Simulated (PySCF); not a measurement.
**Excitation energy of Tc²⁺ by level of theory**

Tc²⁺ [Kr] 4d5 (6S) → Tc²⁺ [Kr] 4d4 5s1 (6D), as a difference of total energies. All numbers are calculated (PySCF 2.14, a scalar-relativistic core potential, in def2-QZVPPD with the def2 core potential (28 electrons) (7s5p4d4f2g, 88 functions)). Correlated levels: valence: 4s2 4p6 frozen; valence and next inner shell: nothing frozen outside the core potential. The calculations carry no spin-orbit coupling.

| method | excitation energy (eV) |
| --- | --- |
| UHF | 5.702 |
| LDA | 5.109 |
| PBE0 | 5.505 |
| r2SCAN | 5.390 |
| PBEsol | 5.231 |
| CAM-B3LYP | 5.362 |
| M06 | 6.105 |
| MP2 (valence) | 5.875 |
| SCS-MP2 (valence) | 5.760 |
| MP2 (valence and next inner shell) | 5.684 |
| SCS-MP2 (valence and next inner shell) | 5.663 |

Question: Estimate what PBE gives.

Answer: 5.230 eV, closest to PBEsol among the rows shown.

Question: Estimate what r2SCAN0 gives.

Answer: 5.577 eV, closest to PBE0 among the rows shown.
